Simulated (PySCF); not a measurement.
Start geometry of `C1C[SiH2][SiH2]C1` from GFN2-xTB (Å):
```
atom  x, y, z in Å
C1     0.237   -1.273   -0.343
C2    -1.160   -0.818    0.172
Si3   -1.367    1.074   -0.084
Si4    0.966    1.454   -0.002
C5     1.337   -0.409    0.245
H6     0.231   -1.140   -1.438
H7     0.393   -2.308   -0.121
H8    -1.207   -1.048    1.232
H9    -1.937   -1.382   -0.306
H10   -2.023    1.334   -1.345
H11   -2.222    1.630    0.980
H12    1.510    2.245    1.103
H13    1.541    1.939   -1.244
H14    1.397   -0.617    1.331
H15    2.289   -0.701   -0.187
```

Q: What comes out of this run: PBE0-D3(BJ)/def2-SVP geometry optimisation, gas phase (PySCF 2.14.0)?

A: 
```
atom  x, y, z in Å
C1     0.334   -1.148   -0.346
C2    -1.042   -0.756    0.213
Si3   -1.296    1.122   -0.012
Si4    1.009    1.562    0.004
C5     1.459   -0.279    0.236
H6     0.324   -1.044   -1.446
H7     0.536   -2.214   -0.149
H8    -1.082   -0.976    1.295
H9    -1.850   -1.340   -0.255
H10   -1.950    1.435   -1.323
H11   -2.110    1.738    1.081
H12    1.524    2.429    1.108
H13    1.525    2.098   -1.295
H14    1.553   -0.467    1.320
H15    2.435   -0.527   -0.211
```

The energy falls by 15.6 kJ/mol over 4 energy and gradient evaluations, the largest force component goes from 0.0324 to 2.2e-04 Eh/bohr, and the atoms move by 0.043 Å rms after alignment. The bond that changes most is Si3–H10 (SiH2 silicon to Si–H hydrogen), which lengthens by 0.052 Å. Bonds longer at the end by more than 0.005 Å: 9 of 15; shorter: 4. Among the angles that change most is Si4–Si3–H10, from 116.7° to 113.3°. Rotational constants go from 3562, 3220, 1861 to 3584, 3229, 1878 MHz. The orientation of the end geometry is arbitrary; only internal coordinates are fixed.

The run used 128 basis functions and 24 SCF cycles in all. On Arm Neoverse V2, one thread, shared host with 96 logical CPUs at a one-minute load of 116, this took 27 s wall and 0.51 GiB of memory at its peak.

Whether it is a minimum is left open (no frequencies). One conformer, not necessarily the lowest.
